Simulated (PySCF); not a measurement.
**Rb (rubidium, neutral) across methods**

[Kr] 5p1, 2P determinant (an excited configuration). Calculation: PySCF 2.14, in aug-cc-pVTZ-X2C; the spin-free X2C one-electron Hamiltonian (Gaussian nucleus).

```csv
method,E (hartree),mean ε 4p α (eV),mean ε 4p β (eV),mean ε 5p α (eV),Σ⟨r²⟩ (bohr²),⟨S²⟩
PW91,-2981.17,-17.397,-17.368,-1.587,86.25,0.750
revPBE,-2980.78,-17.319,-17.296,-1.591,86.76,0.750
r2SCAN,-2980.95,-17.915,-17.907,-1.532,87.32,0.750
UHF,-2979.10173,-23.416,-23.378,-2.459,97.53,0.750
PBE0,-2980.66,-19.125,-19.093,-1.870,87.79,0.750
PBE,-2980.59,-17.326,-17.298,-1.578,86.22,0.750
BP86,-2981.33,-17.414,-17.395,-1.641,85.66,0.750
```

(1) Estimate the same row for LDA.

Answers

(1) E (hartree) = -2976.93; mean ε 4p α (eV) = -17.453; mean ε 4p β (eV) = -17.427; mean ε 5p α (eV) = -1.535; Σ⟨r²⟩ (bohr²) = 86.11; ⟨S²⟩ = 0.750.
